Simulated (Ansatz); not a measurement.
Reaction (redistribution): `CC[SiH](N)F` + `[SiH3]CS[SiH3]` → `CC[SiH](N)[SiH3]` + `FCS[SiH3]`

Computed with Ansatz on PBE0-D4/def2-TZVP structures; ΔE is electronic, products minus reactants. CCSD(T)/CBS adds triple-zeta CCSD(T) − MP2 to the extrapolated MP2 energy (def2 sets, frozen cores). DFT in def2-TZVPP. Each species was taken in one conformer, which may not be the lowest.

`CC[SiH](N)F`:

```xyz
13

C     1.351    0.777   -1.164
C     0.137   -0.089   -0.834
Si   -0.271   -0.155    0.978
N    -1.709   -1.030    1.226
F    -0.354    1.370    1.490
H     1.200    1.809   -0.842
H     1.556    0.788   -2.237
H     2.251    0.409   -0.664
H     0.288   -1.117   -1.180
H    -0.747    0.281   -1.368
H     0.783   -0.784    1.813
H    -2.518   -0.894    0.643
H    -1.965   -1.366    2.139
```

`[SiH3]CS[SiH3]`:

Z-matrix (Å, degrees):
```
Si
C 1 1.881
H 1 1.484 2 109.8
H 1 1.484 2 109.1 3 -120.1
H 1 1.490 2 110.2 3 120.1
S 2 1.829 1 110.8 3 60.3
H 2 1.093 1 112.4 3 -63.7
H 2 1.093 1 110.3 3 177.3
Si 6 2.126 2 100.4 1 -89.6
H 9 1.483 6 105.6 2 -177.0
H 9 1.486 6 112.5 2 63.0
H 9 1.488 6 110.1 2 -57.6
```

`CC[SiH](N)[SiH3]`:

Cartesian coordinates in Å:
```
C -2.105 -0.862 0.662
C -0.857 -0.935 -0.216
Si 0.521 0.204 0.350
N -0.068 1.830 0.383
Si 2.355 0.158 -1.109
H -2.873 -1.565 0.329
H -2.551 0.136 0.638
H -1.875 -1.097 1.705
H -0.461 -1.957 -0.226
H -1.107 -0.690 -1.254
H 0.984 -0.304 1.684
H 0.592 2.589 0.422
H -0.879 2.049 0.942
H 1.932 0.381 -2.520
H 3.342 1.219 -0.755
H 3.051 -1.157 -1.035
```

`FCS[SiH3]`:

Z-matrix (Å, degrees):
```
C
S 1 1.802
F 1 1.373 2 112.7
H 1 1.092 2 106.5 3 118.9
H 1 1.092 2 110.6 3 -121.1
Si 2 2.139 1 99.5 3 71.8
H 6 1.483 2 112.5 1 -73.7
H 6 1.487 2 108.8 1 47.4
H 6 1.483 2 105.6 1 166.5
```

```tsv
species	r2SCAN0 energy (Eh)
`CC[SiH](N)F`	-525.16319
`[SiH3]CS[SiH3]`	-1020.02822
`CC[SiH](N)[SiH3]`	-716.51579
`FCS[SiH3]`	-828.58396
```

Problem. Work out ΔE.

Solution. ΔE = (-716.51579) + (-828.58396) − (-525.16319) − (-1020.02822) = 0.09166 Eh = +240.7 kJ/mol. CCSD(T)/CBS gives +247.9 kJ/mol.

Largest T1 diagnostic among the species: 0.012.

Leaving LDA and LC-ωPBE aside and taking each functional with its dispersion term where it has one, the values, not all of them listed here, spread over 33.9 kJ/mol, from revPBE-D4 to BHLYP-D4. LDA lies +6.7 kJ/mol from PBE without D4. From r2SCAN to r2SCAN0 (25 % exact exchange), in def2-TZVPP and without D4, ΔE moves by +6.4 kJ/mol. At CCSD(T), def2-SVP lies −23.2 kJ/mol from the extrapolated value and def2-TZVPP −5.1 kJ/mol.
